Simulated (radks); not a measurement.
Results of a calculation; reference values are marked as such.
Valence configurations of Ni3+ (all share [Ar]). Level of theory: scalar-relativistic Kohn-Sham, SCAN, spin-unpolarised, spherical densities, finite nucleus; meta-GGA in the generalised Kohn-Sham scheme; Fermi nuclear charge, rms radius 3.7757 fm (a radial shooting solver on a logarithmic mesh with Libxc functionals). Energies are relative to 3d7; eigenvalues in eV.

valence          E (eV)    e(3d)    e(4p)    e(4s)
3d7               0.000  -47.130        -        -
3d6.5 4p0.5      12.008  -51.763  -26.361        -
3d6 4s1          16.874  -55.243        -  -36.081
3d6 4s0.5 4p0.5  21.211  -55.878  -27.669  -36.243
3d6 4p1          25.481  -56.504  -27.982        -
3d5 4s1 4p1      48.081  -65.137  -30.451  -39.717
3d5 4p2          57.341  -66.329  -31.052        -
3d4.5 4p2.5      75.902  -71.418  -32.398        -
3d4 4s2 4p1      76.601  -74.324  -32.628  -42.664

NIST lists [Ar] 3d7 as the ground configuration; this level of theory agrees among the configurations tried. The energies are those of spherical spin-averaged densities, not of single terms. No valid solution was reached for [Ar] 3d5 4s2.
